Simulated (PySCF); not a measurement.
Spinor energies of Au (gold, neutral)

Start: [Xe] 4f14 5d9 6s2; 5d3/2 filled at m_j = -3/2, -1/2, +1/2, +3/2; 5d5/2 filled at m_j = -3/2, -1/2, +1/2, +3/2, +5/2. Calculated with PySCF 2.14 in x2c-TZVPall-2c with one added diffuse shell each of s, p, d type (12s12p11d2f, 117 functions): generalised Hartree-Fock with the X2C-1e Hamiltonian and a Gaussian nucleus; spin-orbit coupling (SO) screened by Boettger's factors. This is a chosen level, not necessarily the ground level.

```csv
spinor shell,electrons,"ε, screened SO (eV)",weight of nominal j (screened SO),"rms radius, screened SO (bohr)"
1s1/2,2,-81149.0,1.000,0.0190
2s1/2,2,-14468.8,1.000,0.0768
2p1/2,2,-13851.2,1.000,0.0651
2p3/2,4,-12010.1,1.000,0.0731
3s1/2,2,-3485.3,1.000,0.196
3p1/2,2,-3208.6,1.000,0.188
3p3/2,4,-2796.2,1.000,0.204
3d3/2,4,-2342.2,1.000,0.179
3d5/2,6,-2253.9,1.000,0.183
4s1/2,2,-795.57,1.000,0.433
4p1/2,2,-676.43,1.000,0.438
4p3/2,4,-576.17,1.000,0.471
4d3/2,4,-381.04,1.000,0.485
4d5/2,6,-361.66,1.000,0.497
5s1/2,2,-130.82,1.000,0.996
4f5/2,6,-108.72,0.999,0.544
4f7/2,8,-104.86,0.999,0.545
5p1/2,2,-90.344,0.999,1.08
5p3/2,4,-72.247,0.999,1.18
5d3/2,4,-16.547,0.968,1.62
5d5/2,5,-14.375,0.974,1.71
6s1/2,2,-8.661,0.998,3.14
```

```tsv
quantity	screened SO
E (hartree)	-19026.79735
M_J	5/2
⟨J²⟩	8.759
⟨L²⟩	6.180
⟨S²⟩	0.927
```

Each row is a mean over spinors that exchange with the open shell spreads, by up to 4.497 eV (5p3/2).

Breit and QED terms are absent; they matter most for the inner s and p1/2 levels.

Densities and radii are taken from the X2C orbitals without a picture-change correction, which distorts them close to the nucleus.
